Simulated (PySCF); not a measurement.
# Electron correlation in S (sulfur, neutral)

[Ne] 3s2 3p4, high-spin 3P determinant. All numbers are calculated (PySCF 2.14, no relativity, point nucleus, in aug-cc-pV(D+d)Z). Frozen: [Ne]; 6 electrons correlated.

MP2 pair energies summed by pair of shells (mhartree):

```
 pair  energy  share (%)
3p-3p  -44.82       48.8
3s-3p  -39.26       42.7
3s-3s   -7.83        8.5
```

Total MP2 correlation energy: -91.91 mhartree.

Same-spin part -23.05 and opposite-spin part -68.86 mhartree; SCS-MP2 scales them by 1/3 and 6/5 to -90.32 mhartree.

```json
{"level": "CCSD", "correlation energy (mhartree)": "-113.32"}
{"level": "(T)", "correlation energy (mhartree)": "-2.25"}
{"level": "CCSD(T)", "correlation energy (mhartree)": "-115.57"}
```

Diagnostics: T1 = 0.0094, D1 = 0.0303, largest double amplitude 0.047.

Is a single reference adequate?

Yes: T1 lies below 0.03 and no double amplitude reaches 0.07.
